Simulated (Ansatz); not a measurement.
Input for Ansatz (a first-principles code): U-r2SCAN/cc-pVTZ on H8 chain, a point of a bond scan (R = 1.800 Å).

Ansatz 0.2 input:
```yaml
crystal:
  periodic: [false, false, false]
  atoms:
    - {symbol: H, position_ang: [0.00000000, 0.00000000, 0.00000000]}
    - {symbol: H, position_ang: [0.00000000, 0.00000000, 1.80000000]}
    - {symbol: H, position_ang: [0.00000000, 0.00000000, 3.60000000]}
    - {symbol: H, position_ang: [0.00000000, 0.00000000, 5.40000000]}
    - {symbol: H, position_ang: [0.00000000, 0.00000000, 7.20000000]}
    - {symbol: H, position_ang: [0.00000000, 0.00000000, 9.00000000]}
    - {symbol: H, position_ang: [0.00000000, 0.00000000, 10.80000000]}
    - {symbol: H, position_ang: [0.00000000, 0.00000000, 12.60000000]}
basis:
  gaussian:
    orbitals: cc-pVTZ
hamiltonian:
  xc: {name: r2SCAN}
magnetization: {spin_polarized: true, initial_magnetization: 0}
```

Problem. Predict the final total energy.

Solution. -4.1676 hartree. Its determinant has ⟨S²⟩ = 2.04, a mixture of spin states.

Problem. How many basis functions does it have, and what does it roughly cost on one machine?

Solution. 112 functions; about 9 core-seconds (a rough figure).
